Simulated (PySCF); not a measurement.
TiClO, SMILES [O]=[Ti+][Cl], charge +1, multiplicity 1. Heavy atoms are numbered as in [Ti+:1]([Cl:2])=[O:3].

Coordinates come from a PBE0-D3(BJ)/def2-TZVP optimisation. The spin state was assumed, not searched. The isomer is the one that the SMILES or the coordinates give; other isomers of the formula were not compared.

Method: B3LYP/def2-TZVPD in PySCF.

Mulliken values depend strongly on the basis, most of all with diffuse functions as here. ESP charges are fitted to the potential on shells at 1.4 to 2.0 van der Waals radii. Atomic charges (e), one atom of each kind:

```
atom  Mulliken  ESP fit
----  --------  -------
Ti1       1.63        ?
Cl2      -0.18        ?
O3       -0.44        ?
```

Question: Fill in the missing entries. (An estimate is asked for; the answer gives what the named calculation found.)

Answer: 
- Ti1, ESP fit: 1.59
- Cl2, ESP fit: -0.17
- O3, ESP fit: -0.42
